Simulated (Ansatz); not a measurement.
Reaction (redistribution): `C[SiH2][GaH][Cl]` + `FC#[C][GeH3]` → `C[SiH2][Ga]([F])[Cl]` + `C#[C][GeH3]`

Gas-phase electronic energies from Ansatz, PBE0-D4/def2-TZVP geometries. CCSD(T)/CBS is the MP2 limit (def2-TZVPP, def2-QZVPP) plus CCSD(T) − MP2 in def2-TZVPP, frozen cores. DFT in def2-TZVPP. For Ga, Ge outer-core shells are correlated without core-valence functions, which leaves a few kJ/mol of doubt a bond. Scalar relativity is left out up to krypton. Each species was taken in one conformer, which may not be the lowest.

`C[SiH2][GaH][Cl]`:

```xyz
10

C    -1.461   -0.199   -0.833
Si    0.298    0.392   -0.551
Ga    1.206   -0.270    1.578
Cl    3.235    0.396    1.930
H    -1.518   -1.289   -0.798
H    -1.822    0.129   -1.810
H    -2.135    0.199   -0.071
H     1.203   -0.144   -1.607
H     0.364    1.880   -0.619
H     0.629   -1.095    2.781
```

`FC#[C][GeH3]`:

Cartesian coordinates in Å:
```
F 3.086 -0.333 -0.926
C 1.877 -0.202 -0.563
C 0.732 -0.079 -0.220
Ge -1.072 0.116 0.322
H -1.669 -1.278 0.553
H -1.111 0.931 1.620
H -1.843 0.845 -0.786
```

`C[SiH2][Ga]([F])[Cl]`:

Z-matrix (Å, degrees):
```
C
Si 1 1.870
H 1 1.091 2 110.9
H 1 1.091 2 110.9 3 120.0
H 1 1.092 2 110.2 3 -120.0
Ga 2 2.397 1 111.4 3 -60.0
H 2 1.488 1 111.9 3 59.3
H 2 1.488 1 111.9 3 -179.1
Cl 6 2.142 2 127.4 1 179.5
F 6 1.757 2 121.5 1 -0.5
```

`C#[C][GeH3]`:

Cartesian coordinates in Å:
```
C -0.118 -2.000 0.050
C -0.047 -0.797 0.020
Ge 0.065 1.098 -0.027
H -0.181 -3.063 0.077
H 1.165 1.500 -1.017
H -1.288 1.658 -0.481
H 0.405 1.604 1.379
```

(1) Is it downhill or uphill in electronic energy at CCSD(T)/CBS, and by how much? (Estimate.)

(2) What do these levels give: revPBE-D4, r2SCAN-D4, B97M-V, revPBE, BLYP, r2SCAN, r2SCAN0, CAM-B3LYP, HF/def2-SVP, CCSD(T)/def2-TZVPP, HF/def2-QZVPP, CCSD/CBS(def2)? (Estimate.)

Largest T1 diagnostic among the species: 0.013.

Answers

(1) Computed: Downhill: ΔE = -2.49 eV.

(2) Ansatz gave: revPBE-D4 -2.23, r2SCAN-D4 -2.36, B97M-V -2.29, revPBE -2.24, BLYP -2.35, r2SCAN -2.36, r2SCAN0 -2.36, CAM-B3LYP -2.37, HF/def2-SVP -2.36, CCSD(T)/def2-TZVPP -2.46, HF/def2-QZVPP -2.47, CCSD/CBS(def2) -2.49 eV.

Leaving LDA and LC-ωPBE aside and taking each functional with its dispersion term where it has one, the values, not all of them listed here, spread over 0.24 eV, from B2PLYP to PBE-D4. LDA lies +0.14 eV from PBE without D4. At CCSD(T), def2-SVP lies +0.13 eV from the extrapolated value and def2-TZVPP +0.04 eV.
